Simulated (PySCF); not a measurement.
# Induced dipoles and field energies

(ClGaNH)3 ring, Cl₃Ga₃H₃N₃.
Structure used (PBE0-D3(BJ)/def2-SVP), in Å, numbered top down from 1:
```
atom  x, y, z in Å
Ga1    0.0550    1.2820   -1.3122
Cl2    0.0892    2.7785   -2.8402
N3    -1.4537    0.9684   -0.3448
Ga4   -1.5369   -0.2912    0.9640
Cl5   -3.3346   -0.6197    2.0753
N6    -0.0312   -1.2601    1.2912
Ga7    1.5151   -1.0112    0.3661
Cl8    3.2682   -2.1734    0.7600
N9     1.5186    0.2752   -0.9216
H10   -2.2847    1.5153   -0.5467
H11   -0.0602   -1.9746    2.0118
H12    2.3707    0.4280   -1.4518
```

Level: CAM-B3LYP/def2-SVPD (PySCF); nuclei fixed, core orbitals frozen in the response. Permanent dipole (0.010, -0.034, 0.010) D (1 au = 2.5417 D). Static polarisability (au):

```
x   154.38 -13.22 -12.96
y   -13.22 129.52 -30.05
z   -12.96 -30.05 129.89
```

Only the terms in μ and α are kept: μ(F) = μ + αF and ΔE = −μ·F − ½ F·αF.

Apply 0.001 au along ±x, ±y and ±z in turn. Tabulate induced and total dipoles and both energy terms.

```
field along  induced x (D)  induced y (D)  induced z (D)  total size (D)  −μ·F (kJ/mol)  −½F·αF (kJ/mol)
         +x          0.392         -0.034         -0.033           0.409         -0.010           -0.203
         −x         -0.392          0.034          0.033           0.385         +0.010           -0.203
         +y         -0.034          0.329         -0.076           0.303         +0.035           -0.170
         −y          0.034         -0.329          0.076           0.376         -0.035           -0.170
         +z         -0.033         -0.076          0.330           0.358         -0.010           -0.171
         −z          0.033          0.076         -0.330           0.326         +0.010           -0.171
```

For the field (-0.0004, -0.0004, 0.0007) au, what is the induced dipole, and what angle does it make with the field?

αF = (-0.167, -0.172, 0.275) D, at 2.2° to the field. The polarisability along this direction, F·αF/F², is 159.17 au, against a mean of 137.93 au.

A unit point charge sits 10 Å away. Estimate the induction energy −αe²/2R⁴ with the mean polarisability, treating the molecule as a point.

R = 18.90 bohr, so the energy is −137.9/(2 × 18.90⁴) Eh = -1.42 kJ/mol.

One conformer (not necessarily the lowest) at the PBE0-D3(BJ)/def2-SVP geometry, without solvent, vibrations or thermal averaging. The calculation is non-relativistic, for gallium too.

These values come from a run that also computed excited states. The run took 5.9 min wall (grids of density and orbitals included) on AMD EPYC, one thread, shared host with 64 logical CPUs at a one-minute load of 60, and the process peaked at 1.8 GiB of memory.
